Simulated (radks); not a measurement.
Problem. The mean radii <r> (bohr) of the occupied orbitals of an atom or ion are listed with their occupations. Calculated with a radial shooting solver on a logarithmic mesh with Libxc functionals: scalar-relativistic Kohn-Sham, PBE, spin-unpolarised, spherical densities, point nucleus.

| orbital | occ. | <r> |
|---|---|---|
| 1s | 2 | 0.02558 |
| 2s | 2 | 0.1097 |
| 2p | 6 | 0.09617 |
| 3s | 2 | 0.2915 |
| 3p | 6 | 0.2894 |
| 3d | 10 | 0.2658 |
| 4s | 2 | 0.6608 |
| 4p | 6 | 0.6950 |
| 4d | 8 | 0.7504 |

Name the element and its charge.

Solution. Z = 56, barium, charge +12: Ba12+ in [Kr] 4d8. The 1s radius gives Z: for a bare nucleus <r> = (2 gamma + 1)/(2Z) with gamma = sqrt(1 - (Z/c)^2), 0.02523 bohr for Z = 56, and screening makes it slightly larger (0.02558 here). The occupations add up to 44, and the charge is Z minus that.
